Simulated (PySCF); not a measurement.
Species: CH7Cl2Ga2N.
Numbering: `[CH3:1][NH:2][GaH-:3]1[Cl+:4][GaH2-:5][Cl+:6]1` (hydrogens: H7, H8, H9 on C1; H10 on N2; H11 on Ga3; H12, H13 on Ga5)

Geometry (PBE0-D3(BJ)/def2-SVP, Å), atoms numbered from 1 in this order:
```xyz
13
CH7Cl2Ga2N angstrom
C     -2.565    0.000    0.568
N     -1.140   -0.165    0.719
Ga     0.005   -0.783   -0.542
Cl     1.146    1.072   -1.643
Ga     3.104    0.656   -0.427
Cl     1.993   -1.172    0.646
H     -3.119   -0.360    1.454
H     -2.875    1.047    0.388
H     -2.931   -0.590   -0.287
H     -0.749    0.345    1.503
H     -0.230   -1.825   -1.660
H      3.220    1.761    0.662
H      4.135    0.018   -1.400
```

The calculation used core-valence-separated Tamm–Dancoff BHandHLYP/aug-pcX-1 (pcseg-1 on H, def2-SVPD on Cl, def2-SVPD on Ga) in PySCF, non-relativistic, gas phase, PBE0-D3(BJ)/def2-SVP geometry.

Computed nitrogen K-edge spectrum, Gaussian lines of 0.5 eV full width, highest printed point 100; it ends one width below the last computed root. BHandHLYP without relativity tends to put these K edges a few eV too low, so spacings mean more than positions.

```json
{"photon energy (eV)": "398.3", "absorption": "1"}
{"photon energy (eV)": "398.4", "absorption": "3"}
{"photon energy (eV)": "398.5", "absorption": "7"}
{"photon energy (eV)": "398.6", "absorption": "17"}
{"photon energy (eV)": "398.7", "absorption": "31"}
{"photon energy (eV)": "398.8", "absorption": "46"}
{"photon energy (eV)": "398.9", "absorption": "58"}
{"photon energy (eV)": "399.0", "absorption": "62"}
{"photon energy (eV)": "399.1", "absorption": "64"}
{"photon energy (eV)": "399.2", "absorption": "71"}
{"photon energy (eV)": "399.3", "absorption": "84"}
{"photon energy (eV)": "399.4", "absorption": "97"}
{"photon energy (eV)": "399.5", "absorption": "100"}
{"photon energy (eV)": "399.6", "absorption": "88"}
{"photon energy (eV)": "399.7", "absorption": "66"}
{"photon energy (eV)": "399.8", "absorption": "44"}
{"photon energy (eV)": "399.9", "absorption": "31"}
{"photon energy (eV)": "400.0", "absorption": "30"}
{"photon energy (eV)": "400.1", "absorption": "35"}
{"photon energy (eV)": "400.2", "absorption": "39"}
{"photon energy (eV)": "400.3", "absorption": "36"}
{"photon energy (eV)": "400.4", "absorption": "27"}
{"photon energy (eV)": "400.5", "absorption": "18"}
{"photon energy (eV)": "400.6", "absorption": "11"}
{"photon energy (eV)": "400.7", "absorption": "10"}
{"photon energy (eV)": "400.8", "absorption": "13"}
{"photon energy (eV)": "400.9", "absorption": "18"}
```

Task: Assign the maxima to core holes.

Result: 2 maxima:
- 399.5 eV: N2 (nitrogen bonded to C, Ga and H), 399.55 eV, f = 0.020, 67 % of the height at the exact maximum; N2 (nitrogen bonded to C, Ga and H), 399.35 eV, f = 0.011, 31 % of the height at the exact maximum
- 400.2 eV: N2 (nitrogen bonded to C, Ga and H), 400.22 eV, f = 0.011, 99 % of the height at the exact maximum

Further lines of some strength in the range: N2, 398.92 eV, f = 0.015.

Roots within 0.03 eV on the same or equivalent atoms count as one line; shares under 12 % aren't listed.

Vibrational structure and lifetime widths aren't in the curve. The ionisation threshold wasn't computed; near and above it a finite basis only mimics Rydberg series and continuum. Relativistic effects, spin–orbit coupling among them, are left out although an element past zinc is present.

One conformer stands for the species.
